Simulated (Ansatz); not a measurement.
A run for Ansatz (an electronic-structure program): R-CCSD(T)/cc-pV(D+d)Z on C2H5Al (SMILES C=[CH][AlH2]), a point of a bond scan (R = 1.089 Å). Files ending in .json are basis or fitting sets from the Basis Set Exchange.

Ansatz 0.2 input:
```yaml
crystal:
  periodic: [false, false, false]
  atoms:
    - {symbol: Al, position_ang: [-0.13640480, 0.16293037, 1.16257739]}
    - {symbol: H, position_ang: [-0.81514489, 1.59101670, 1.21761631]}
    - {symbol: H, position_ang: [0.17826312, -0.64444815, 2.48571591]}
    - {symbol: C, position_ang: [0.29151772, -0.55237827, -0.58963342]}
    - {symbol: C, position_ang: [0.01802875, 0.14494252, -1.69877918]}
    - {symbol: H, position_ang: [0.75944852, -1.52587481, -0.73005893]}
    - {symbol: H, position_ang: [0.24169125, -0.21989595, -2.69843926]}
    - {symbol: H, position_ang: [-0.44827436, 1.12572183, -1.65786457]}
basis:
  gaussian:
    orbitals: cc-pV_D+d_Z.json
    pivot_positions_ang: [[-0.13640480, 0.16293037, 1.16257739], [-0.81514489, 1.59101670, 1.21761631], [0.17826312, -0.64444815, 2.48571591], [0.29151772, -0.55237827, -0.58963342], [0.01802875, 0.14494252, -1.69877918], [0.75944852, -1.52587481, -0.73005893], [0.24169125, -0.21989595, -2.69843926], [-0.44827436, 1.12572183, -1.65786457]]
magnetization: {spin_polarized: false}
correlation: {method: ccsd_t, electrons: outside_noble_gas}
scf: {lower_state_search: off}
output: {orbitals: {seedname: ./end}}
```

Problem. What total energy does the run end on?

Solution. -320.9228 hartree (reference determinant -320.5341, T1 diagnostic 0.011).
